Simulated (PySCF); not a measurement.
**Question.** Give a GFN2-xTB geometry of `C[Si](C)(C)C` (TMS).

**Answer.** 
Z-matrix in Å and degrees, rows numbered from 1:
```
C 
Si  1  1.9091
C   2  1.9090  1  109.48
C   2  1.9092  1  109.61  3   120.03
C   2  1.9090  1  109.53  3  -119.99
H   1  1.0859  2  111.36  3   -60.01
H   1  1.0859  2  111.41  3   179.92
H   1  1.0859  2  111.34  3    59.91
H   3  1.0859  2  111.36  1  -179.63
H   3  1.0859  2  111.40  1    60.35
H   3  1.0858  2  111.36  1   -59.65
H   4  1.0858  2  111.41  1   -59.95
H   4  1.0859  2  111.42  1    60.09
H   4  1.0860  2  111.34  1  -179.88
H   5  1.0859  2  111.43  1   -60.12
H   5  1.0858  2  111.39  1    59.92
H   5  1.0859  2  111.35  1   179.91
```

Si2 (four-coordinate silicon) is tetrahedral (angles from 109.4° to 109.6°). All 4 C–Si bonds measure 1.909 Å.

Structure optimised with GFN2-xTB, isolated species.

Point group: Td (tolerance 0.08 Å). Not checked by GFN2-xTB frequencies.

These are computed values.
